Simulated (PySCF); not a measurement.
The vertical singlet excitations below were computed for one of the candidates. Computed with TDDFT B3LYP/def2-SVPD, vertical, gas phase, core orbitals frozen in the response (PySCF 2.14.0, density-fitted response routines). Geometries: PBE0-D3(BJ)/def2-SVP, one conformer each. Relativistic effects are left out although some hold elements past zinc.

```csv
state,ν̃ (cm⁻¹),f,"main configurations (H = HOMO, L = LUMO)"
S1,53960,0.056,"H→L (40%), H→L+1 (36%), H→L+2 (12%)"
S2,55700,0.017,"H-1→L (60%), H→L+2 (16%)"
S3,56370,0.0063,"H→L+2 (48%), H→L+1 (38%)"
S4,57220,0.180,"H-1→L+1 (49%), H→L (23%)"
S5,57910,0.020,"H→L+3 (56%), H→L+4 (19%)"
S6,58510,0.201,"H-1→L+1 (30%), H-1→L+2 (17%), H-1→L (16%)"
S7,59360,0.050,"H→L+5 (58%), H-1→L+2 (31%)"
S8,59820,0.013,"H-1→L+2 (39%), H→L+5 (25%), H-2→L (11%)"
S9,60070,0.038,"H-2→L (41%), H→L+4 (36%)"
S10,60650,0.140,"H→L+4 (32%), H-2→L (27%), H→L+3 (12%)"
```

Triplets computed (Tamm–Dancoff): 4.41, 6.63, 6.74, 6.82 eV.

Orbital energies (eV): HOMO-3 -8.70, HOMO-2 -8.20, HOMO-1 -7.69, HOMO -7.14, LUMO -0.02, LUMO+1 0.32, LUMO+2 0.44.

Question: Which candidate is it? All have the formula C7H14Ge.
A. `C=C[C@@H]1CC[CH2][Ge@H]1[CH3]`
B. `C1C[C@H]([Ge@@H]([CH3])[CH2]1)C=C`
C. `C=C[C@@H]1[GeH2][CH2][C@@H]1CC`
D. `C=CC[C@H]1C[CH2][GeH2][CH2]1`

Answer: D. Its S1, at 6.69 eV, is the highest among the candidates; the nearest of the others has S1 at 6.02 eV. S1 is HOMO→LUMO (40%), HOMO→LUMO+1 (36%), HOMO→LUMO+2 (12%). Löwdin shares by element: HOMO carbon 82% or more (atoms not listed hold the other 18%); LUMO carbon 63% or more, hydrogen 5% or more (atoms not listed hold the other 31%). At the same level the other candidates give, for their lowest levels:
- `C=C[C@@H]1CC[CH2][Ge@H]1[CH3]`: 6.02 eV (f 0.052); 6.17 eV (f 0.072); 6.30 eV (f 0.219); 6.34 eV (f 0.014); 6.56 eV (f 0.101); T1 4.21 eV; HOMO -6.40, LUMO 0.14 eV
- `C=C[C@@H]1CC[CH2][Ge@@H]1[CH3]`: 6.02 eV (f 0.078); 6.17 eV (f 0.275); 6.21 eV (f 0.007); 6.35 eV (f 0.033); 6.79 eV (f 0.020); T1 4.18 eV; HOMO -6.43, LUMO 0.04 eV
- `C=C[C@@H]1[GeH2][CH2][C@@H]1CC`: 5.70 eV (f 0.139); 6.03 eV (f 0.121); 6.25 eV (f 0.178); 6.44 eV (f 0.021); 6.51 eV (f 0.008); T1 4.12 eV; HOMO -6.49, LUMO -0.24 eV
